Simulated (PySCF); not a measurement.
SnOF₂ + H₂O → Sn(OH)₂ + F₂

Level: PBE0 in the def2-TZVP basis family, computed in PySCF with density fitting; scalar-relativistic core potentials for atoms from Rb on, none lighter, no spin–orbit coupling; open shells unrestricted.

```tsv
species	state and structure	E (Eh)	ZPE (kJ/mol)	H(298 K) − H(0) (kJ/mol)	S° (J/(mol K))
SnOF₂	singlet, C2v, Sn–F 1.893 Å (×2), Sn–O 1.810 Å; F–Sn–F 97.5°, F–Sn–O 131.2° (×2)	-489.07232	15.7	15.7	311.0
H₂O	singlet, C2v, O–H 0.960 Å (×2); H–O–H 105.1°	-76.37736	56.5	9.9	188.7
Sn(OH)₂	singlet, C2v, O–H 0.960 Å (×2), Sn–O 1.981 Å (×2); H–O–Sn 118.8° (×2), O–Sn–O 99.7°	-365.92212	66.8	14.9	294.9
F₂	singlet, D∞h, F–F 1.376 Å	-199.40856	6.6	8.7	201.9
```

Q: What is the electronic reaction energy?

A: At PBE0/def2-TZVP, ΔE = 312.4 kJ/mol from the differences of the total energies times 2625.5, uphill. 

Q: Add zero-point, thermal and entropy terms for 298.15 K and 1 bar.

A: ΔZPE = 1.2 and Δ[H(298) − H(0)] = -2.0 kJ/mol give ΔH° = 311.6 kJ/mol. ΔS° = -2.9 J/(mol K), so ΔG° = 311.6 − 298.15 × (-0.0029) = 312 kJ/mol.

Only the bonding shown was studied: isomers, or loss of a ligand pair, can lie lower.
